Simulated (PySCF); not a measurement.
**Cost of response and excited-state runs on `CO[C](=O)[GeH2][CH2]F`, C3H7FGeO2**

Bonds (- single, = double, # triple, : aromatic): C1-O2 1.427 Å, O2-C3 1.325 Å, C3=O4 1.199 Å, C3-Ge5 1.990 Å, Ge5-C6 1.995 Å, C6-F7 1.379 Å. C1 carries H8, H9, H10; Ge5 carries H11, H12; C6 carries H13, H14.

PySCF with density fitting, on 1 thread of an Arm Neoverse V1, shared host. Command: `OMP_NUM_THREADS=1 python excited_run.py task.json out`

(1) How long does each of these runs take, and how much memory?
- first hyperpolarisability, B3LYP/aug-cc-pVDZ; wavelengths [1907, 1340] nm
- first hyperpolarisability, B97-2/3-21G; wavelengths [1907, 1340] nm; damping 0.1
- first hyperpolarisability, KT2/STO-3G; wavelengths [488] nm
- excited states, LC-wPBE/def2-SVP; Tamm-Dancoff; spin-orbit couplings; 8 states; 4 triplets; quadratic response for 4 states

Answers

(1) 
| run | level | basis functions | wall time | peak memory (GiB) |
| --- | --- | --- | --- | --- |
| first hyperpolarisability | B3LYP/aug-cc-pVDZ | 237 | 46 s | 0.86 |
| first hyperpolarisability | B97-2/3-21G | 90 | 12 s | 0.54 |
| first hyperpolarisability | KT2/STO-3G | 55 | 8.4 s | 0.52 |
| excited states | LC-wPBE/def2-SVP | 151 | 36 s | 0.62 |

Times from a shared host are rough.
